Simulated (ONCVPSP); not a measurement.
**Varying the ONCV potential for Mg**

Base potential:

* Element: magnesium (Mg)
* Generator: ONCVPSP 4.0.1
* Type: optimised norm-conserving Vanderbilt (ONCV)
* Functional: LDA (Perdew-Wang 92)
* Relativity: scalar-relativistic
* Frozen core: [He]
* Valence charge: 10
* Reference configuration: 2s2 2p6 3s2
* Partial waves: 2s+3s: rc 1.00 bohr, ncon 4, nbas 9, qcut 13.4 1/bohr, 2 projectors; 2p: rc 1.05 bohr, ncon 4, nbas 7, qcut 13.6 1/bohr, 1 projector
* Local potential: polynomial inside 0.65 bohr (lpopt 3, dvloc0 0 Ha)
* Core correction: none

All-electron outer shells of the reference configuration (LDA (PZ), scalar-relativistic, ld1.x):

| shell | level (eV) | outermost node (bohr) | outermost maximum (bohr) |
| --- | --- | --- | --- |
| 1s | -1253.43 | – | 0.09 |
| 2s | -79.28 | 0.18 | 0.55 |
| 2p | -46.72 | – | 0.48 |
| 3s | -4.79 | 0.90 | 2.53 |

Cutoffs, loose and tight: the cutoffs (Ha) at which the residual kinetic energy of the hardest occupied pseudo-wave falls to 1 and 0.1 mHa per electron. They do not see the model core or the augmentation charge, which bear on the density cutoff. Test errors are all-electron minus pseudo excitation energies from the reference, over the configurations 2s2 2p6 3s1; 2s2 2p6 3s0; 2s2 2p6 3s1.5; 2s2 2p6 3s0 3p2. A dash means not determined; rows that change the core or the reference have their own tests.

| change | outcome | cutoff, loose | cutoff, tight | bound ghosts | GHOST(+) flags above zero | largest test error (meV) |
| --- | --- | --- | --- | --- | --- | --- |
| base | generated | 70 Ha | 80 Ha | none | none | -45 |
| p: rc 0.74 | generated | 139 Ha | 264 Ha | none | none | -15 |
| p: rc 1.08 | generated | 68 Ha | 78 Ha | none | none | -50 |
| p: rc 1.16 | generated | 64 Ha | 74 Ha | none | none | -63 |
| p: rc 1.24 | generated | 61 Ha | 70 Ha | none | none | -77 |
| p: rc 1.34 | generated | 55 Ha | 64 Ha | none | none | -102 |
| p: rc 1.42 | generated | 52 Ha | 63 Ha | none | none | -122 |
| p: rc 1.52 | generated | 50 Ha | 63 Ha | none | none | -168 |

Q: What comes out with this change to the base: p: rc 1?

A: outcome: generated; cutoff, loose: 73 Ha; cutoff, tight: 83 Ha; bound ghosts: none; GHOST(+) flags above zero: none; largest test error (meV): -39.

Q: What comes out with this change to the base: p: rc 0.9?

A: outcome: generated; cutoff, loose: 80 Ha; cutoff, tight: 93 Ha; bound ghosts: none; GHOST(+) flags above zero: none; largest test error (meV): -27.

Q: What comes out with this change to the base: p: rc 0.8?

A: outcome: generated; cutoff, loose: 90 Ha; cutoff, tight: 213 Ha; bound ghosts: none; GHOST(+) flags above zero: none; largest test error (meV): -18.

Reading the sweep of the p radius (base included, trends over the rows without a ghost): The loose cutoff falls from 139 Ha at 0.74 to 50 Ha at 1.52 bohr. A larger radius leaves more room for a smooth pseudo-wave, so fewer plane waves are needed; a smaller one forces it to follow the all-electron wave where it bends sharply. The median size of the test errors (rows with all tests solved) rises from 0.2 meV at 0.74 to 1.3 meV at 1.52 bohr. More of the atom is replaced by a form fitted at one configuration, so other configurations suffer as the radius grows.
